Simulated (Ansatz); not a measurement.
```yaml
crystal:
  periodic: [false, false, false]
  atoms:
    - {symbol: N, position_ang: [1.390992, 0.912973, -0.278889]}
    - {symbol: Hf, position_ang: [-0.502550, 0.260036, -0.335801]}
    - {symbol: N, position_ang: [-0.527326, -1.356925, 0.854140]}
    - {symbol: Br, position_ang: [-1.100528, -0.437233, -2.680459]}
    - {symbol: D, position_ang: [-2.042607, 2.006525, 0.622890]}
    - {symbol: H, position_ang: [2.116168, 0.660260, -0.937011]}
    - {symbol: H, position_ang: [1.749436, 1.613649, 0.356120]}
    - {symbol: H, position_ang: [0.260826, -1.735847, 1.358414]}
    - {symbol: H, position_ang: [-1.344411, -1.923428, 1.040598]}
basis:
  gaussian: {orbitals: def2-TZVPP, fitting: {mean_field: cc-pVTZ-jkfit}}
hamiltonian: {xc: {name: PBE-QIDH}}
output: {forces: true}
```

```sh
$ ansatz run in.yaml --threads 8 --pin off --events-out ev --progress --plain --max-ram 18278MiB
```

It prints (some lines left out):

```
Error: YAML parse error: error: line 8 column 16: `D` is not an element symbol (H … Og, case-exact)
 6 |     - {symbol: N, position_ang: [-0.527326, -1.356925, 0.854140]}
 7 |     - {symbol: Br, position_ang: [-1.100528, -0.437233, -2.680459]}
 8 |     - {symbol: D, position_ang: [-2.042607, 2.006525, 0.622890]}
 9 |     - {symbol: H, position_ang: [2.116168, 0.660260, -0.937011]}
10 |     - {symbol: H, position_ang: [1.749436, 1.613649, 0.356120]}
```

In this input an element symbol is wrong. The program refused the input.
